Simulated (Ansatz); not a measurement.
Cost and result for the atomization energy of `[NH2][Al]([SH])[CH2]F` (10 atoms, 9 bonds).

```xyz
10

N     1.4848   -0.8203    0.1238
Al   -0.1941   -0.3344   -0.0754
S    -1.7845   -1.7715   -0.5240
C    -0.6615    1.5777    0.1095
F     0.5037    2.3030    0.4032
H     2.2127   -0.1547    0.3308
H     1.8626   -1.7500    0.0576
H    -0.9462   -2.8220   -0.5364
H    -1.0956    2.0036   -0.8025
H    -1.3819    1.7685    0.9134
```

The species carries charge 0 and has multiplicity 1. All single points use the PBE0-D4/def2-TZVP geometry. It is one conformer, not always the lowest. Program: Ansatz. All runs use 4 threads of an Arm Neoverse N1 on a shared host. Times are those of one run each, without the atoms' runs, and a repeat can differ threefold. Electronic energies, without spin–orbit coupling; frozen cores. CCSD(T)/CBS adds CCSD(T) − MP2 in def2-TZVPP to the MP2 limit, and its time is that of the two runs behind it. T1 = 0.011. B3LYP takes the VWN-RPA correlation (the form of Gaussian; ORCA's B3LYP/G).

CCSD(T)/CBS is a level of theory with its own doubt, some kJ/mol a heavy atom from the limit and from the frozen cores, so smaller differences don't rank the functionals.

```csv
level,functions,wall time
PBE-D4/def2-TZVPP (with forces),247,3.8 s
PBE0-D4/def2-TZVPP,247,4.8 s
B3LYP-D4/def2-TZVPP (with forces),247,7 s
r2SCAN-D4/def2-TZVPP (with forces),247,7.5 s
B2PLYP/def2-TZVPP,247,8.5 s
ωB97X-V/def2-TZVPP,247,12 s
ωB97M-V/def2-TZVPP (with forces),247,17 s
MP2/def2-QZVPP,461,29 s
CCSD(T)/def2-TZVPP,247,3.4 min
CCSD(T)/CBS(def2),–,3.9 min
```

Question: What atomization energy does each give, and how far from CCSD(T)/CBS? (Best estimate.)

Answer: Computed: 
```json
{"level": "PBE-D4/def2-TZVPP (with forces)", "atomization (kcal/mol)": "837.9", "difference from CCSD(T)/CBS": "14.4", "per bond": "1.6"}
{"level": "PBE0-D4/def2-TZVPP", "atomization (kcal/mol)": "819.8", "difference from CCSD(T)/CBS": "-3.7", "per bond": "-0.4"}
{"level": "B3LYP-D4/def2-TZVPP (with forces)", "atomization (kcal/mol)": "821.3", "difference from CCSD(T)/CBS": "-2.2", "per bond": "-0.3"}
{"level": "r2SCAN-D4/def2-TZVPP (with forces)", "atomization (kcal/mol)": "823.6", "difference from CCSD(T)/CBS": "0.1", "per bond": "0.0"}
{"level": "B2PLYP/def2-TZVPP", "atomization (kcal/mol)": "811.8", "difference from CCSD(T)/CBS": "-11.7", "per bond": "-1.3"}
{"level": "ωB97X-V/def2-TZVPP", "atomization (kcal/mol)": "826.7", "difference from CCSD(T)/CBS": "3.2", "per bond": "0.4"}
{"level": "ωB97M-V/def2-TZVPP (with forces)", "atomization (kcal/mol)": "827.0", "difference from CCSD(T)/CBS": "3.5", "per bond": "0.4"}
{"level": "MP2/def2-QZVPP", "atomization (kcal/mol)": "827.7", "difference from CCSD(T)/CBS": "4.2", "per bond": "0.5"}
{"level": "CCSD(T)/def2-TZVPP", "atomization (kcal/mol)": "797.1", "difference from CCSD(T)/CBS": "-26.4", "per bond": "-2.9"}
{"level": "CCSD(T)/CBS(def2)", "atomization (kcal/mol)": "823.5", "difference from CCSD(T)/CBS": "0.0", "per bond": "0.0"}
```

The D4 term adds +7.4 kcal/mol with B3LYP and +3.9 kcal/mol with PBE0; it sums over pairs of atoms, weighted by their polarisabilities, and B3LYP, whose exchange is more repulsive, gets the larger term. From PBE to PBE0 (25 % exact exchange), in def2-TZVPP and without D4, the atomization energy moves by −17.5 kcal/mol: exact exchange takes away binding that semilocal exchange gives to molecules. In def2-TZVPP, CCSD(T) changes the Hartree–Fock value by +220.2 kcal/mol (the triples alone add +13.3 kcal/mol) and MP2 by +235.2 kcal/mol; breaking electron pairs costs correlation energy, which Hartree–Fock lacks.
